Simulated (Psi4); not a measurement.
C2H6Si, triplet, geometry from GFN2-xTB (the spin is typed, not shown lowest); PBE0/def2-SV(P) run with Psi4 1.11.

Psi4 was given this input:
```
memory 2 GB

molecule mol {
0 3
  Si   -0.225573    0.100488    0.543546
  C     0.808156    1.430627   -0.365626
  H     0.899633    2.325149    0.240102
  H     0.339152    1.704414   -1.308169
  H     1.808524    1.060634   -0.579358
  C    -0.507828   -1.564418   -0.358052
  H     0.440909   -2.051916   -0.571486
  H    -1.028462   -1.408136   -1.300298
  H    -1.103704   -2.234239    0.251633
}

set basis def2-sv(p)
set reference uks

energy('pbe0')
print_variables()
```

Problem. Write the output that Psi4 gives for this input, abridged.

Solution. 
```
   => Loading Basis Set <=

    Name: DEF2-SV(P)
    Role: ORBITAL
    Keyword: BASIS

         ---------------------------------------------------------
                                   SCF
               by Justin Turney, Rob Parrish, Andy Simmonett
                          and Daniel G. A. Smith
                              UKS Reference
         ---------------------------------------------------------

  ==> Geometry <==

    Molecular point group: c1
    Full point group: C1

    Geometry (in Angstrom), charge = 0, multiplicity = 3:

       Center              X                  Y                   Z               Mass
    ------------   -----------------  -----------------  -----------------  -----------------
         SI          -0.202474920827     0.090198574814     0.487888470638    27.976926534650
         C            0.831254079173     1.420337574814    -0.421283529362    12.000000000000
         H            0.922731079173     2.314859574814     0.184444470638     1.007825032230
         H            0.362250079173     1.694124574814    -1.363826529362     1.007825032230
         H            1.831622079173     1.050344574814    -0.635015529362     1.007825032230
         C           -0.484729920827    -1.574707425186    -0.413709529362    12.000000000000
         H            0.464007079173    -2.062205425186    -0.627143529362     1.007825032230
         H           -1.005363920827    -1.418425425186    -1.355955529362     1.007825032230
         H           -1.080605920827    -2.244528425186     0.195975470638     1.007825032230

  Running in c1 symmetry.

  Rotational constants: A =      0.79829  B =      0.18426  C =      0.15851 [cm^-1]
  Rotational constants: A =  23931.99083  B =   5523.95633  C =   4752.12680 [MHz]
  Nuclear repulsion =   95.594489245449083

  Charge       = 0
  Multiplicity = 3
  Electrons    = 32
  Nalpha       = 17
  Nbeta        = 15

  ==> Algorithm <==

  SCF Algorithm Type is DF.
  DIIS enabled.
  MOM disabled.
  Fractional occupation disabled.
  Guess Type is SAD.
  Energy threshold   = 1.00e-06
  Density threshold  = 1.00e-06
  Integral threshold = 1.00e-12

  ==> Primary Basis <==

  Basis Set: DEF2-SV(P)
    Blend: DEF2-SV(P)
    Number of shells: 32
    Number of basis functions: 58
    Number of Cartesian functions: 61
    Spherical Harmonics?: true
    Max angular momentum: 2

  ==> DFT Potential <==

   => LibXC <=

    Version 7.1.2
    S. Lehtola, C. Steigemann, M. J. T. Oliveira, and M. A. L. Marques,  SoftwareX 7, 1–5 (2018) (10.1016/j.softx.2017.11.002)

   => Composite Functional: PBE0 <=

    PBE0 Hyb-GGA Exchange-Correlation Functional

    C. Adamo and V. Barone,  J. Chem. Phys. 110, 6158 (1999) (10.1063/1.478522)
    M. Ernzerhof and G. E. Scuseria,  J. Chem. Phys. 110, 5029 (1999) (10.1063/1.478401)

    Deriv               =              1
    GGA                 =           TRUE
    Meta                =          FALSE

    Exchange Hybrid     =           TRUE
    MP2 Hybrid          =          FALSE

   => Exchange Functionals <=

    0.7500   Perdew, Burke & Ernzerhof

   => Exact (HF) Exchange <=

    0.2500               HF

   => Correlation Functionals <=

    1.0000   Perdew, Burke & Ernzerhof

   => LibXC Density Thresholds  <==

    XC_HYB_GGA_XC_PBEH:  1.00E-15

   => Molecular Quadrature <=

    Radial Scheme          =       TREUTLER
    Pruning Scheme         =           NONE
    Nuclear Scheme         =       TREUTLER

    Blocking Scheme        =         OCTREE
    BS radius alpha        =              1
    Pruning alpha          =              1
    Radial Points          =             75
    Spherical Points       =            302
    Total Points           =         194519
    Total Blocks           =           1506
    Max Points             =            256
    Max Functions          =             57
    Weights Tolerance      =       1.00E-15

   => Loading Basis Set <=

    Name: (DEF2-SV(P) AUX)
    Role: JKFIT
[...]

  Minimum eigenvalue in the overlap matrix is 1.1979219949E-02.
  Reciprocal condition number of the overlap matrix is 2.2948015194E-03.
    Using symmetric orthogonalization.

  ==> Pre-Iterations <==

  SCF Guess: Superposition of Atomic Densities via on-the-fly atomic UHF (no occupation information).

   -------------------------
    Irrep   Nso     Nmo
   -------------------------
     A         58      58
   -------------------------
    Total      58      58
   -------------------------

  ==> Iterations <==

                           Total Energy        Delta E     RMS |[F,P]|

   @DF-UKS iter SAD:  -368.22917849656864   -3.68229e+02   0.00000e+00
   @DF-UKS iter   1:  -368.49890516592467   -2.69727e-01   1.37720e-02 ADIIS/DIIS
   @DF-UKS iter   2:  -368.38002124993704    1.18884e-01   1.50226e-02 ADIIS/DIIS
   @DF-UKS iter   3:  -368.83872640973209   -4.58705e-01   6.72876e-04 ADIIS/DIIS
   @DF-UKS iter   4:  -368.83984565784147   -1.11925e-03   2.27398e-04 ADIIS/DIIS
   @DF-UKS iter   5:  -368.83998981680639   -1.44159e-04   3.01364e-05 DIIS
   @DF-UKS iter   6:  -368.83999245339299   -2.63659e-06   8.39535e-06 DIIS
   @DF-UKS iter   7:  -368.83999267765751   -2.24265e-07   2.18070e-06 DIIS
   @DF-UKS iter   8:  -368.83999269846333   -2.08058e-08   5.31001e-07 DIIS
  Energy and wave function converged.

  ==> Post-Iterations <==

   Electrons on quadrature grid:
      Nalpha   =   17.0000043533 ; deviation = 4.353e-06
      Nbeta    =   15.0000027156 ; deviation = 2.716e-06
      Ntotal   =   32.0000070689 ; deviation = 7.069e-06

   @Spin Contamination Metric:   2.202133052E-03
   @S^2 Expected:                2.000000000E+00
   @S^2 Observed:                2.002202133E+00
   @S   Expected:                1.000000000E+00
   @S   Observed:                1.000000000E+00

    Orbital Energies [Eh]
    ---------------------

    Alpha Occupied:

[...]
    Alpha Virtual:

[...]
    Beta Occupied:

[...]
    Beta Virtual:

[...]
      58A      2.198253

    Final Occupation by Irrep:
              A
    DOCC [    15 ]
    SOCC [     2 ]
    NA   [    17 ]
    NB   [    15 ]

  @DF-UKS Final Energy:  -368.83999269846333

   => Energetics <=

    Nuclear Repulsion Energy =             95.5944892454490827
    One-Electron Energy =                -696.5675984107213026
    Two-Electron Energy =                 257.6658296323864192
    DFT Exchange-Correlation Energy =     -25.5327131655775155
    Empirical Dispersion Energy =           0.0000000000000000
    VV10 Nonlocal Energy =                  0.0000000000000000
    Total Energy =                       -368.8399926984633339

  UHF NO Occupations:
  HONO-2 :   15  A 1.9991639
  HONO-1 :   16  A 1.0000000
  HONO-0 :   17  A 1.0000000
  LUNO+0 :   18  A 0.0008361
  LUNO+1 :   19  A 0.0001295
  LUNO+2 :   20  A 0.0000566
  LUNO+3 :   21  A 0.0000458

Computation Completed

Properties will be evaluated at   0.000000,   0.000000,   0.000000 [a0]

Properties computed using the SCF density matrix

 Multipole Moments:

 ------------------------------------------------------------------------------------
     Multipole            Electronic (a.u.)      Nuclear  (a.u.)        Total (a.u.)
 ------------------------------------------------------------------------------------

 L = 1.  Multiply by 2.5417464519 to convert [e a0] to [Debye]
 Dipole X            :         -1.2844947            1.3967656            0.1122709
 Dipole Y            :          0.5722147           -0.6222294           -0.0500147
 Dipole Z            :          3.0951484           -3.3656796           -0.2705312
 Magnitude           :                                                    0.2971420

 ------------------------------------------------------------------------------------

  Variable Map:
  ----------------------------------------------------------------------------
[...]
  Array Variable Map:
  ----------------------------------------------------------------------------
[...]
[...]
```
